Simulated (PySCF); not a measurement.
Be(Me) (CH3Be), SMILES [Be][CH3], multiplicity 2.

Geometry optimised at PBE-D3(BJ)/def2-TZVPD. The multiplicity is an assumed one; other spin states were not compared. The isomer is the one that the SMILES or the coordinates give; other isomers of the formula were not compared.

Two levels are set side by side: PBE/def2-TZVPD (PySCF) and M06-2X/def2-TZVPD (PySCF). Same geometry, gas phase. Differences are taken from unrounded values.

```csv
quantity,M06-2X
α-spin orbital gap (eV),6.09
β-spin orbital gap (eV),6.00
dipole moment (D),0.26
mean polarisability (bohr³),44.2
```

Task: What does PBE give, and how far is it from M06-2X? (An estimate is asked for; the answer gives what the named calculation found.)

Result: 
```csv
quantity,PBE,PBE minus M06-2X
α-spin orbital gap (eV),2.86,-3.23
β-spin orbital gap (eV),5.06,-0.94
dipole moment (D),0.37,0.11
mean polarisability (bohr³),47.7,3.5
```

PBE's more diffuse valence density responds more strongly to a field. Differences between two approximate levels are no errors against the true value.

Rough cost on one machine, each run with all the roots and properties that it gave: M06-2X against PBE about 2 times.
